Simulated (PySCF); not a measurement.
CHO$_{2}$ (SMILES O=[C-]O), charge -1, singlet, geometry from GFN2-xTB (in this run its highest filled SCF level lies above zero, so its values depend strongly on the basis, on diffuse functions most of all). Base run: PySCF with CAMB3LYP/6-31G*, TDA.

The PySCF input:
```python
from pyscf import gto, scf, dft, tdscf

mol = gto.M(
    atom='''
O    -1.060176   -0.420351   -0.000397
C     0.001939    0.637301   -0.021554
O     1.135496    0.102772    0.012191
H    -0.614189   -1.283170    0.034974
''',
    basis='6-31g*',
    charge=-1,
    spin=0,
    verbose=4,
)

mf = dft.RKS(mol)
mf.xc = 'camb3lyp'
mf.kernel()
td = mf.TDA()
td.nstates = 5
td.kernel()
td.analyze()
```

Each row names what was changed in the base input (with any setting that the change needs).

```
change                           first excitation (eV)  oscillator strength of the first  second (eV)  core-seconds (rough)
-------------------------------  ---------------------  --------------------------------  -----------  --------------------
base                                              4.68                             0.022         6.69                    30
functional = hf                                   5.06                             0.032         8.47                     2
conv_tol = 1e-3                                   4.68                             0.022         6.69                    20
nstates = 15                                      4.68                             0.022         6.69                    30
functional = pbe0                                 4.68                             0.022         6.48                    10
states = triplets                                 3.07                                 -         5.71                    20
functional = m062x                                4.45                             0.021         6.76                    30
response = full linear response                   4.52                             0.014         6.61                    40
nstates = 10                                      4.68                             0.022         6.69                    20
functional = blyp                                 4.62                             0.018         5.70                    10
```

An iterative solver can miss low states, so a row lists the states that it found.
